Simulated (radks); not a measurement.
The numbers below are computed, except where a source is named.
The nuclear charge of neutral tellurium is varied continuously with 52 electrons held in [Kr] 4d10 5s2 5p4. Level of theory: non-relativistic Kohn-Sham, TPSS, spin-polarised, spherical densities, point nucleus; open shells are filled with parallel spins first (spin-orbit coupling, left out, can overturn this in heavy ions); meta-GGA in the generalised Kohn-Sham scheme; relativity is left out, which matters for an element this heavy (a radial shooting solver on a logarithmic mesh with Libxc functionals). By the Hellmann-Feynman theorem dE/dZ = E(electron-nucleus)/Z, the electronic potential at the nucleus.

Z,E (hartree),E(electron-nucleus)/Z (hartree),HOMO,e(HOMO) (eV),<r> HOMO (bohr)
51.8,-6553.73753,-300.576,5p,-3.671,2.823
52,-6614.00373,-302.085,5p,-5.262,2.720
52.2,-6674.57150,-303.592,5p,-6.946,2.631
52.4,-6735.44047,-305.097,5p,-8.719,2.552
52.6,-6796.61030,-306.601,5p,-10.574,2.481
52.8,-6858.08067,-308.103,5p,-12.508,2.417
53,-6919.85133,-309.604,5p,-14.517,2.358

The central difference of E at Z = 52 is -302.085 hartree, to compare with the third column; the second derivative is -7.54 hartree.
